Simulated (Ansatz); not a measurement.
## Calibrating MP2/def2-TZVPP on molecular compounds of Al

The atomisation energy (no zero-point term) in kJ/mol of 6 molecular compounds of Al: x at MP2/def2-TZVPP, y at CCSD(T)/CBS estimate. Shapes, held fixed at every level: PBE0-D4/def2-TZVP. Flexible molecules stand in one conformer, not always the lowest. Programs: Ansatz 0.2.0.

| molecule | x (kJ/mol) | y (kJ/mol) |
| --- | --- | --- |
| Al(SH)ClF | 1753 | 1745 |
| Al(CN)F2 | 2450 | ? |
| C2H7Al (SMILES C[CH2][AlH2]) | 3319 | 3387 |
| CH5AlO3 (SMILES C[O][Al]([OH])[OH]) | 3978 | 3982 |
| C3H7AlClFO (SMILES CC(C)[O][Al]([F])[Cl]) | 5624 | 5637 |
| C6H15Al (triethylaluminium) | 8247 | 8364 |

Fit y = c + s·x to the known rows and predict y for Al(CN)F2.


1. Means of the 5 rows: x = 4584.20, y = 4623.0.
2. Σ(Δx)² = 24481191, Σ(Δx·Δy) = 24857447, so the slope is 24857447/24481191 = 1.0154.
3. Intercept: 4623.0 − (1.0154) × 4584.20 = -31.8. The largest residual of the fit is 49.
4. Al(CN)F2: -31.8 + 1.0154 × 2450 = 2456 kJ/mol.

CCSD(T)/CBS estimate gives 2391 kJ/mol, so the prediction is off by +65 kJ/mol, more than the largest residual. Uncorrected, MP2/def2-TZVPP misses Al(CN)F2 by +59 kJ/mol, and the other rows by 42 on average. The line makes this one worse. Left out in turn, the other rows are missed by 50 kJ/mol on average, worse than no correction. The CBS estimate extrapolates MP2 from def2-TZVPP and def2-QZVPP and adds CCSD(T) − MP2 in the triple-zeta set, cores frozen.
